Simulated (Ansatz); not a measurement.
Isolated molecules relaxed with PBE0-D4/def2-TZVP in Ansatz; ΔE leaves out vibrations. CCSD(T)/CBS adds triple-zeta CCSD(T) − MP2 to the extrapolated MP2 energy (def2 sets, frozen cores). This one scheme is used for every species. DFT in def2-TZVPP. B3LYP here is the variant with VWN-RPA as its local correlation; programs differ in this. Each species was taken in one conformer, which may not be the lowest.

Reaction (substitution at a C–C bond): `C=CC[SiH](F)Cl` + CH₃SH → `C=CSC` + `C[SiH](F)Cl`

(1) Is it downhill or uphill in electronic energy at CCSD(T)/CBS, and by how much? (Best estimate.)

(2) What do these levels give: PBE0-D4, ωB97M-V, PBE, r2SCAN, PBE0, B3LYP, MP2/def2-TZVPP, CCSD/def2-TZVPP, CCSD(T)/def2-TZVPP, SCS-MP2/def2-QZVPP, HF/CBS(def2), CCSD/CBS(def2)? (Best estimate.)

Largest T1 diagnostic among the species: 0.011.

Results:

(1) Ansatz gave: Downhill: ΔE = -0.06 eV.

(2) Computed: PBE0-D4 -0.10, ωB97M-V -0.06, PBE -0.16, r2SCAN -0.16, PBE0 -0.11, B3LYP -0.12, MP2/def2-TZVPP -0.07, CCSD/def2-TZVPP -0.02, CCSD(T)/def2-TZVPP -0.04, SCS-MP2/def2-QZVPP -0.07, HF/CBS(def2) -0.01, CCSD/CBS(def2) -0.04 eV.

From PBE to PBE0 (25 % exact exchange), in def2-TZVPP and without D4, ΔE moves by +0.05 eV.
